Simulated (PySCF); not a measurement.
F5W, neutral, multiplicity 2. Atoms are numbered in the order given.

```xyz
6

W      0.0000     0.0000     0.0174
F     -1.8355     0.3753     0.2018
F      1.8355    -0.3753     0.2018
F     -0.5412    -1.2730    -1.2057
F      0.5412     1.2730    -1.2057
F      0.0000     0.0000     1.8644
```
Charge 0, spin multiplicity 2.

Geometry optimised at r2SCAN-D4/def2-SVP. The spin state was assumed, not searched. The isomer is the one that the SMILES or the coordinates give; other isomers of the formula were not compared. The def2 effective core potentials stand for the cores of W; spin–orbit coupling is left out.

Computed with B3LYP/def2-TZVP in PySCF.

ESP charges are fitted to the potential on shells at 1.4 to 2.0 van der Waals radii. Atomic charges (e):

```
atom  Mulliken  ESP fit  Löwdin  Mulliken spin
----  --------  -------  ------  -------------
W1        1.70     1.51    0.98           0.90
F2       -0.37    -0.36   -0.23           0.04
F3       -0.37    -0.36   -0.23           0.04
F4       -0.32    -0.27   -0.17           0.02
F5       -0.32    -0.27   -0.17           0.02
F6       -0.33    -0.26   -0.18          -0.01
```
